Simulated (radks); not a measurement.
The silver ion Ag+ inside a hard spherical wall (all orbitals vanish at R), configuration held at [Kr] 4d10 and not refilled when levels cross. Method: scalar-relativistic Kohn-Sham, PBE, spin-polarised, spherical densities, point nucleus; computed with a radial shooting solver on a logarithmic mesh with Libxc functionals. Eigenvalues in eV for spin up, with the zero of energy where the potential of the charges vanishes at infinity; a dash marks a level that is unbound or too diffuse for the functional's potential to be trusted. A positive occupied level is held by the wall or, in an anion where self-interaction has pushed it up, behind a barrier. The pressure on the wall is -dE/dV.

R (bohr),E (hartree),kinetic (hartree),e(3d),e(4s),e(4p),e(4d),"e(5s, empty)","e(5p, empty)",pressure (GPa)
free,-5315.74980,5522.550,-366.59,-103.28,-66.824,-15.639,-11.286,-6.295,0
20,-5315.74980,5522.550,-366.59,-103.28,-66.824,-15.639,-11.286,-6.295,< 0.0001
8,-5315.74977,5522.550,-366.59,-103.27,-66.821,-15.636,-11.271,-6.159,0.00239
7,-5315.74956,5522.553,-366.57,-103.26,-66.806,-15.623,-11.218,-5.925,0.0221
3.5,-5315.54128,5523.783,-362.01,-99.293,-63.006,-11.928,-2.380,7.959,80.1
3,-5315.16407,5525.656,-357.02,-95.261,-59.159,-7.863,7.357,20.660,325
2,-5309.38097,5550.895,-318.42,-67.626,-31.203,25.072,92.848,119.18,10200
1.5,-5287.50261,5631.708,-243.35,-9.170,32.387,99.651,291.46,328.58,95200
